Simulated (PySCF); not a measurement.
Point groups of optimised structures. The calculation used PBE0-D3(BJ)/def2-SVP geometry optimisation, gas phase, def2 core potentials past Kr (PySCF). The symmetry is that of the one conformer found, every atom within 0.08 Å of its image; none is proved a minimum here. The geometries of the anions come from a basis without diffuse functions.

What symmetry has `[I:1][c:2]1[cH:3][nH:4][cH:5][n:6]1`?

Cs; near-prolate asymmetric top; symmetry number 1; 2 operations, which sort the 9 atoms into 9 sets; dipole 4.75 D, in the ab plane, which is the mirror; A, B, C = 9520, 983.6, 891.5 MHz; heavy atoms equivalent by symmetry: none.

What symmetry has Si(NH2)Cl3, `N[Si](Cl)(Cl)Cl`?

Cs; asymmetric top; symmetry number 1; 2 operations, which sort the 7 atoms into 5 sets; dipole 2.72 D, in the bc plane, which is the mirror.

What symmetry has `[S][Cu]` [radical]?

C∞v; linear; symmetry number 1; dipole 4.62 D, along the axis.

What symmetry has `[CH3:1][Si@H:2]([PH2:3])[c:4]1[cH:5][cH:6][cH:7][cH:8][cH:9]1` with C1–Si2–P3–H -79° and -173°, C1–Si2–C4–C5 29°?

C1; near-prolate asymmetric top; symmetry number 1; this conformer is chiral (no improper operation); dipole 1.66 D.

H3Si(SH) (`S[SiH3]`): symmetry, top, dipole?

Cs; near-prolate asymmetric top; symmetry number 1; 2 operations, which sort the 6 atoms into 5 sets; dipole 1.21 D, in the ab plane, which is the mirror; A, B, C = 65387, 6231, 6095 MHz.

What symmetry has `[S-:1][Ge:2]([S-:3])([S-:4])[S-:5]` (charge -4)?

Td; spherical top; symmetry number 12; 24 operations, which sort the 5 atoms into 2 sets; dipole about the centre of mass forbidden by symmetry (computed 0.02 D); heavy atoms equivalent by symmetry: S1/S3/S4/S5.
